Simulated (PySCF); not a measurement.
PySCF input file for 1-bromo-1,2,2-trichloroethene (C2BrCl3), SMILES ClC(Cl)=C(Cl)Br, PBE/pcSseg-1. Geometry optimised at B3LYP-D3(BJ)/def2-SVP.

```python
import numpy as np
from pyscf import gto, scf, dft
from pyscf.prop.nmr import rks as nmr

mol = gto.M(
    atom='''
    Cl    2.02221401   -0.97201474    0.00000000
    C     0.29637295   -1.00251421    0.00000000
    Cl   -0.41317575   -2.57874762    0.00000000
    C    -0.45664287    0.11890749    0.00000000
    Cl   -2.18087800    0.06226464    0.00000000
    Br    0.30522557    1.84588862    0.00000000
    ''',
    basis='pcSseg-1',
    charge=0,
    spin=0,
    max_memory=1600,
    verbose=3,
)
mf = dft.RKS(mol, xc='pbe')
mf.grids.level = 3
mf.conv_tol = 1e-10
mf.max_cycle = 100
mf.kernel()
n = nmr.NMR(mf)
n.verbose = 2
n.max_cycle_cphf = 60
sigma = n.kernel()
print('atom   isotropic/ppm   span/ppm')
for i, s in enumerate(sigma):
    w = np.linalg.eigvalsh((s + s.T) / 2)
    print(f'{mol.atom_symbol(i):2s}{i + 1:3d} {w.mean():14.3f} {w[2] - w[0]:11.3f}')
```

Program output:

```
converged SCF energy = -4029.56719405673
atom   isotropic/ppm   span/ppm
Cl  1        542.769     496.393
C   2         40.280     121.572
Cl  3        544.056     515.659
C   4         42.089     104.210
Cl  5        539.234     478.282
Br  6       1612.645    1522.326
```

The calculation finished and met its thresholds.
